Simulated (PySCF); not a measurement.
## `CCC#CCCCF`: 4 charge schemes on one density

Compound: C7H11F.
Cartesian coordinates in Å at the GFN2-xTB level; atoms count from 1:
```
atom  x, y, z in Å
C1     2.5331   -1.4165    0.5269
C2     2.4581    0.0673    0.8883
C3     1.1449    0.6097    0.5942
C4     0.0530    1.0354    0.3428
C5    -1.2694    1.5357    0.0159
C6    -1.9195    0.7085   -1.1004
C7    -2.2165   -0.7120   -0.6435
F8    -3.2338   -0.7132    0.2837
H9     1.7961   -1.9820    1.0930
H10    3.5219   -1.8095    0.7533
H11    2.3355   -1.5585   -0.5337
H12    3.2084    0.6253    0.3201
H13    2.6698    0.2017    1.9532
H14   -1.9000    1.4981    0.9086
H15   -1.1868    2.5787   -0.3024
H16   -1.2530    0.6595   -1.9630
H17   -2.8536    1.1835   -1.4072
H18   -2.5532   -1.3412   -1.4737
H19   -1.3446   -1.1613   -0.1576
```

Density: PBE0/pcSseg-1 (PySCF); schemes: Mulliken, IAO, Hirshfeld and ESP-fitted. The structure is a single GFN2-xTB conformer in the gas phase; no vibrational or solvent corrections.

**Question.** Tabulate the Mulliken, IAO, Hirshfeld and ESP-fitted charges.

**Answer.** In e; atoms taken as equivalent share a row and are averaged (×n: the atom named and its like, n in all):

| atom | environment | Mulliken | IAO | Hirshfeld | ESP-fitted |
| --- | --- | --- | --- | --- | --- |
| C1 | methyl carbon | -0.283 | -0.409 | -0.112 | -0.218 |
| C2 | propargylic carbon | -0.231 | -0.266 | -0.051 | +0.257 |
| C3 | alkyne carbon | -0.144 | -0.070 | -0.058 | -0.272 |
| C4 | alkyne carbon | -0.117 | -0.080 | -0.061 | -0.096 |
| C5 | propargylic carbon | -0.193 | -0.274 | -0.056 | -0.077 |
| C6 | chain CH2 carbon | -0.280 | -0.265 | -0.070 | -0.008 |
| C7 | sp3 C–F carbon | +0.163 | +0.044 | +0.024 | +0.142 |
| F8 | alkyl fluorine | -0.348 | -0.336 | -0.126 | -0.255 |
| H9/H10/H11 | methyl hydrogen | +0.118 | +0.144 | +0.042 | +0.060 |
| H12/H13 | methylene hydrogen | +0.146 | +0.160 | +0.053 | +0.011 |
| H14/H15 | methylene hydrogen | +0.153 | +0.166 | +0.053 | +0.086 |
| H16/H17 | methylene hydrogen | +0.127 | +0.146 | +0.045 | +0.035 |
| H18/H19 | methylene hydrogen | +0.113 | +0.140 | +0.041 | +0.042 |

Mean size of the charges over all atoms: IAO 0.179 e, Mulliken 0.168 e, ESP-fitted 0.098 e, Hirshfeld 0.056 e. Each set sums to the total charge, 0, to within 0.001 e. The ESP scheme is a least-squares fit of atom-centred charges to the potential on four shells outside the van der Waals surface, with the total charge fixed.

Some averages cover members that differ in this geometry: H9/H10/H11, ESP-fitted +0.037 to +0.078 e.

Lowest charge. The schemes don't all agree: Mulliken F8 (-0.348); IAO C1 (-0.409); Hirshfeld F8 (-0.126); ESP-fitted C3 (-0.272).

Highest charge. The schemes don't all agree: Mulliken C7 (+0.163); IAO H14/H15 (+0.166); Hirshfeld H12/H13 and H14/H15 (+0.053); ESP-fitted C2 (+0.257).

**Question.** How closely do the schemes follow one another over all atoms?

**Answer.** Correlation coefficient and root-mean-square difference: Mulliken with Hirshfeld 0.98, 0.122 e; Mulliken with IAO 0.97, 0.051 e; IAO with Hirshfeld 0.96, 0.142 e; Hirshfeld with ESP-fitted 0.65, 0.102 e; Mulliken with ESP-fitted 0.56, 0.152 e; IAO with ESP-fitted 0.49, 0.177 e.

**Question.** Sum the charges by element, for elements with more than one atom.

**Answer.** 
```
element  atoms  Mulliken     IAO  Hirshfeld  ESP-fitted
      C      7    -1.084  -1.319     -0.382      -0.272
      H     11    +1.432  +1.655     +0.508      +0.528
```

**Question.** How many electrons does the IAO scheme count on C3?

**Answer.** Z − q = 6 − (-0.070) = 6.070.

The run behind these numbers computed NMR shieldings as well. On Arm Neoverse V2, one thread, on a shared host, this took 32 s wall and 0.84 GiB of memory at its peak.
